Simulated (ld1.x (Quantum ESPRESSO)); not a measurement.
Values are calculated unless marked as measured or tabulated.
**Hardness and transferability of assorted potentials**

Generated with ld1.x 7.5 (TM, RRKJ, ultrasoft, PAW), atompaw 4.2 or ONCVPSP 4.0.1. The cutoff is in Ry: for ld1.x and atompaw files where the sum of valence levels is converged to 10 mRy in a Bessel basis, for ONCV files where the hardest occupied wave has 1 mHa per electron of residual kinetic energy. The error is the largest all-electron minus pseudo excitation energy over each file’s own four to seven test configurations (ionisations up to +4, promotions, holes and added fractions of an electron), all of which were solved. The labels leave out finer settings (local radius, basis sizes, second energies), which also bear on the numbers. Spin-polarised tests are not counted. The rows are a selection from randomly drawn settings: files with unsolved tests, undetermined cutoffs or missed reference levels are left out.

| element | potential | cutoff (Ry) | largest error (meV) | bound ghosts |
| --- | --- | --- | --- | --- |
| B | PAW, PBE, non-relativistic, rc 1.55/2.55 (sp), local smoothed, core correction yes, reference 2s2 2p1 | 8 | -3.8 | none |
| Pd | TM, PBE, scalar-relativistic, rc 1.90/2.80/2.00 (spd), local s, core correction yes, reference 4d8 5s0 5p0 | 50 | -875 | none |
| Bi | TM semilocal, PBE, scalar-relativistic, rc 1.70/2.50/2.25 (spd), local d, core correction no, reference 6s2 6p3 | 30 | +204 | none |

Question: Fill in the row for Sc: TM semilocal, BLYP, non-relativistic, rc 2.58/5.04/2.22 (spd), local p, core correction yes, reference 3d1 4s1.5 4p0.5.

Answer: cutoff 40 Ry, largest error -174 meV, bound ghosts: none.

Question: Fill in the row for Ir: TM, PBE, scalar-relativistic, rc 2.35/1.20/1.70 (spd), local s, core correction yes, reference 5p6 5d7 6s1.5 6p0.

Answer: cutoff 120 Ry, largest error -1003 meV, bound ghosts: none.

Question: Fill in the row for Ar: RRKJ, PBEsol, scalar-relativistic, rc 1.10/1.30/1.30 (spd), local s, core correction yes, reference 3s2 3p6.

Answer: cutoff 70 Ry, largest error +216 meV, bound ghosts: none.
